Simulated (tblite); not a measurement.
Parent: `[CH3:1][C@H:2]([SiH3:3])[SiH2:4][F:5]` with C1–C2–Si4–F5 -56°, C2H9FSi2.

The geometries are computed with GFN2-xTB (gas phase). One conformer each, not checked by frequencies here.

| coordinate of the parent | value |
| --- | --- |
| C1–C2 | 1.532 Å |
| C2–Si3 | 1.905 Å |
| C2–Si4 | 1.897 Å |
| Si4–F5 | 1.616 Å |
| C1–C2–Si3 | 110.8° |
| C1–C2–Si4 | 111.2° |
| Si3–C2–Si4 | 113.0° |
| C2–Si4–F5 | 107.9° |

Task: How does the shared frame change in `[CH2:1]=[C:2]([SiH3:3])[SiH2:4][F:5]` with C1–C2–Si4–F5 -152°, C2H7FSi2? Atoms pair as C1 = C1, C2 = C2, Si3 = Si3, Si4 = Si4, F5 = F5 (parent first).

Result: 
```json
{"parent": "C1–C2", "relative": "C1=C2", "value in the relative": "1.331 Å", "change": "-0.201"}
{"parent": "C2–Si3", "relative": "C2–Si3", "value in the relative": "1.896 Å", "change": "-0.009"}
{"parent": "C2–Si4", "relative": "C2–Si4", "value in the relative": "1.884 Å", "change": "-0.013"}
{"parent": "Si4–F5", "relative": "Si4–F5", "value in the relative": "1.614 Å", "change": "-0.002"}
{"parent": "C1–C2–Si3", "relative": "C1–C2–Si3", "value in the relative": "120.8°", "change": "+10.0"}
{"parent": "C1–C2–Si4", "relative": "C1–C2–Si4", "value in the relative": "120.5°", "change": "+9.3"}
{"parent": "Si3–C2–Si4", "relative": "Si3–C2–Si4", "value in the relative": "118.7°", "change": "+5.7"}
{"parent": "C2–Si4–F5", "relative": "C2–Si4–F5", "value in the relative": "107.3°", "change": "-0.6"}
```

Of the parent's bonds, C1–C2 changes most (-0.201 Å). Point group C1 → C1.

Task: How does the shared frame change in `[CH3:1][C@@H:2]([SiH2:3][F:4])[SiH2:5][CH2:6][Cl:7]` with C1–C2–Si3–F4 178°, C1–C2–Si5–C6 167°, C2–Si5–C6–Cl7 -66°, C3H10ClFSi2? Atoms pair as C1 = C1, C2 = C2, Si3 = Si5, Si4 = Si3, F5 = F4 (parent first).

Result: 
```tsv
parent	relative	value in the relative	change
C1–C2	C1–C2	1.531 Å	-0.001
C2–Si3	C2–Si5	1.908 Å	+0.003
C2–Si4	C2–Si3	1.901 Å	+0.004
Si4–F5	Si3–F4	1.614 Å	-0.002
C1–C2–Si3	C1–C2–Si5	110.7°	-0.1
C1–C2–Si4	C1–C2–Si3	110.4°	-0.8
Si3–C2–Si4	Si5–C2–Si3	113.9°	+0.9
C2–Si4–F5	C2–Si3–F4	108.7°	+0.8
```

Of the parent's bonds, C2–Si3 and C2–Si4 change most and about equally (+0.003 to +0.004 Å). Bonds of the relative outside the shared frame: Si5–C6 1.909, C6–Cl7 1.784 Å. Point group C1 → C1.

Task: How does the shared frame change in `[CH3:1][C@@H:2]([SiH3:3])[NH:4][SiH2:5][F:6]` with C1–C2–N4–Si5 128°, C2–N4–Si5–F6 -177°, C2H10FNSi2? Atoms pair as C1 = C1, C2 = C2, Si3 = Si3 (parent first).

Result: 
```csv
parent,relative,value in the relative,change
C1–C2,C1–C2,1.528 Å,-0.004
C2–Si3,C2–Si3,1.917 Å,+0.012
C1–C2–Si3,C1–C2–Si3,112.1°,+1.3
```

Of the parent's bonds, C2–Si3 changes most (+0.012 Å). Bonds of the relative outside the shared frame: C2–N4 1.451, N4–Si5 1.701, Si5–F6 1.610 Å. Point group C1 → C1.
